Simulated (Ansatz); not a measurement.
BF$_{2}$H$_{3}$OSi (`B[Si](O)(F)F`), relaxed with RKS PBE-D4/def2-SVP in Ansatz from a rough embedded geometry. The force threshold is 0.03 eV/Å; the program also tests the step.

The species carries charge 0 and has multiplicity 1.

Start:

```xyz
8

B    -1.037    0.409   -0.903
Si    0.160   -0.077    0.460
O     1.656   -0.426   -0.255
F     0.360    1.127    1.576
F    -0.432   -1.429    1.294
H    -2.102   -0.196   -1.088
H    -0.855    1.337   -1.610
H     2.251   -0.744    0.526
```

| step | energy (eV) | largest force (eV/Å) | largest move (Å) |
| --- | --- | --- | --- |
| 1 | -16065.1210 | 2.467 | 0.000 |
| 2 | -16065.3947 | 1.314 | 0.086 |
| 3 | -16065.4723 | 0.277 | 0.065 |
| 4 | -16065.4918 | 0.182 | 0.097 |
| 5 | -16065.4950 | 0.053 | 0.018 |
| 6 | -16065.4963 | 0.077 | 0.021 |
| 7 | -16065.4978 | 0.093 | 0.064 |
| 8 | -16065.4985 | 0.064 | 0.019 |
| 9 | -16065.4986 | 0.025 | 0.013 |

End:

```xyz
8

B    -1.102    0.423   -0.949
Si    0.166   -0.092    0.511
O     1.670   -0.350   -0.140
F     0.202    1.109    1.622
F    -0.260   -1.421    1.365
H    -2.187   -0.104   -1.089
H    -0.783    1.307   -1.716
H     2.294   -0.872    0.396
```

Hardware: 2 threads of an Arm Neoverse V2 on a shared host. Wall time 14 s, peak host memory 0.15 GiB.
